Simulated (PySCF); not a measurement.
## Electron correlation in Mg (magnesium, neutral)

[Ne] 3s2, closed-shell 1S. All numbers are calculated (PySCF 2.14, the spin-free X2C one-electron Hamiltonian (Gaussian nucleus), in x2c-TZVPall (5s4p3d, 32 functions)). Frozen: [Ne]; 2 electrons correlated.

Total MP2 correlation energy: -21.69 mhartree.

Same-spin part 0.00 and opposite-spin part -21.69 mhartree; SCS-MP2 scales them by 1/3 and 6/5 to -26.03 mhartree.

With two correlated electrons CCSD is exact within the correlated space (frozen core and kept virtual orbitals).

```csv
level,correlation energy (mhartree)
CCSD,-32.66
```

Diagnostics: T1 = 0.013, D1 = 0.0183, largest double amplitude 0.131.

Cost of the coupled-cluster step: 0.07 s of wall time on 1 thread of Neoverse-V2 (shared host), for 2 correlated electrons.
